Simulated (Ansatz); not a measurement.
Calculated with Ansatz (gas phase, PBE0-D4/def2-TZVP geometries, no zero-point term in ΔE). CCSD(T)/CBS adds triple-zeta CCSD(T) − MP2 to the extrapolated MP2 energy (def2 sets, frozen cores). This one scheme is used for every species. DFT in def2-TZVPP. For Ge outer-core shells are correlated without core-valence functions, which leaves a few kJ/mol of doubt a bond. Scalar relativity is left out up to krypton. One conformer a species, not always the lowest.

Consider the formal exchange of groups at a Ge–Cl bond: `[OH][Ge]([OH])([OH])[Cl]` + CH₄ → `[CH3][Ge]([OH])([OH])[OH]` + HCl.

Is it downhill or uphill in electronic energy at CCSD(T)/CBS, and by how much? (An estimate is asked.)

Computed: Uphill: ΔE = +17.5 kcal/mol.

What do these levels give: ωB97X-V, ωB97M-V, r2SCAN, SCS-MP2/def2-TZVPP, CCSD/def2-TZVPP, HF/CBS(def2)? (Estimate.)

The calculation gave: ωB97X-V 19.1, ωB97M-V 19.0, r2SCAN 20.5, SCS-MP2/def2-TZVPP 19.1, CCSD/def2-TZVPP 18.2, HF/CBS(def2) 22.4 kcal/mol.

Largest T1 diagnostic among the species: 0.011.

In def2-TZVPP, CCSD(T) changes the Hartree–Fock value by −4.2 kcal/mol (the triples alone add +0.0 kcal/mol) and MP2 by −3.6 kcal/mol.
